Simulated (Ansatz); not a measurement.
The same path of C3H7NSi (12 atoms, charge 0, multiplicity 1) was run 3 times with different band settings. The coordinate that changes most is the height of N1 over the plane of its neighbours.

These are results of Ansatz, RKS PBE-D4/6-31G*, not measurements.

Relaxed end points:

```xyz
12
Properties=species:S:1:pos:R:3
N -0.045 1.142 1.839
Si -0.555 0.102 0.538
C -0.489 0.522 -1.292
C 0.336 -0.537 -1.512
C 0.696 -1.172 -0.172
H -0.756 1.597 2.412
H 0.763 1.752 1.716
H -1.867 -0.455 1.018
H -0.910 1.186 -2.054
H 0.683 -0.919 -2.487
H 1.752 -1.024 0.117
H 0.469 -2.250 -0.088
```

```xyz
12
Properties=species:S:1:pos:R:3
N -0.254 1.435 1.622
Si -0.595 0.162 0.488
C -0.407 0.484 -1.343
C 0.396 -0.607 -1.469
C 0.663 -1.192 -0.087
H -0.554 1.337 2.592
H 0.617 1.962 1.559
H -1.909 -0.400 0.960
H -0.768 1.126 -2.152
H 0.783 -1.038 -2.409
H 1.709 -1.066 0.247
H 0.395 -2.259 0.026
```

Common settings: movable images 7; spring 5.0 eV/Å²; force threshold 0.05 eV/Å; end points relaxed.

| run | climbing image | optimiser | start path | iteration limit |
| --- | --- | --- | --- | --- |
| 1 | yes | quadratic models (default) | IDPP | 26 |
| 2 | yes | quadratic models (default) | straight line | 24 |
| 3 | from the first iteration | lbfgs | IDPP | 15 |

What does each run give, and how far can it be trusted?

Run 1: converged after 5 iterations, highest image 0.007 eV above the first end. The top lies less than 8 meV above the higher end, about what the thresholds resolve: that end is a shoulder or a very shallow well. A vibrational analysis at the climbing image gives one clearly imaginary mode, 207i cm⁻¹: a first-order saddle point.
Run 2: converged after 8 iterations, highest image 0.007 eV above the first end. The top lies less than 8 meV above the higher end, about what the thresholds resolve: that end is a shoulder or a very shallow well. Another band between the same ends (7 images) ends at a top of the same energy, where a vibrational analysis finds 1 clearly imaginary mode.
Run 3: converged after 11 iterations, highest image 0.007 eV above the first end. The top lies less than 8 meV above the higher end, about what the thresholds resolve: that end is a shoulder or a very shallow well. Another band between the same ends (7 images) ends at a top of the same energy, where a vibrational analysis finds 1 clearly imaginary mode.
